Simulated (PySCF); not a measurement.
MCa for M along the chalcogens

PBE0 with double-zeta basis sets in PySCF, for the lowest determinant that a PBE0 search found; no spin–orbit coupling. De refers to high-spin ground-configuration atoms. A positive dipole means M(−)Ca(+).

| M | basis | state (unpaired electrons) | Re (Å) | ωe (cm⁻¹) | De (eV) | μ (D) |
| --- | --- | --- | --- | --- | --- | --- |
| O | def2-SVP | singlet (closed shell) | 1.803 | 822 | 4.11 | 8.40 |
| S | x2c-SVPall | singlet (closed shell) | 2.299 | 497 | 3.49 | 9.85 |
| Se | x2c-SVPall | singlet (closed shell) | 2.426 | 375 | 3.12 | 9.89 |
| Te | def2-SVP | singlet (closed shell) | 2.649 | 310 | 2.68 | 10.27 |

The shortest bond is that of CaO (1.803 Å), the longest that of CaTe (2.649 Å). CaO is bound most strongly (4.11 eV) and CaTe least (2.68 eV).

The rows differ in basis set, which adds steps of its own.

Relativity is treated differently too: O no relativity; S spin-free X2C; Se spin-free X2C; Te scalar-relativistic core potentials.

Down a group bonds as a rule get longer and wavenumbers fall, partly through the reduced mass; this series shows no clear exception.

These are scalar-relativistic numbers at best; spin–orbit coupling would shift them, the dissociation energy most.
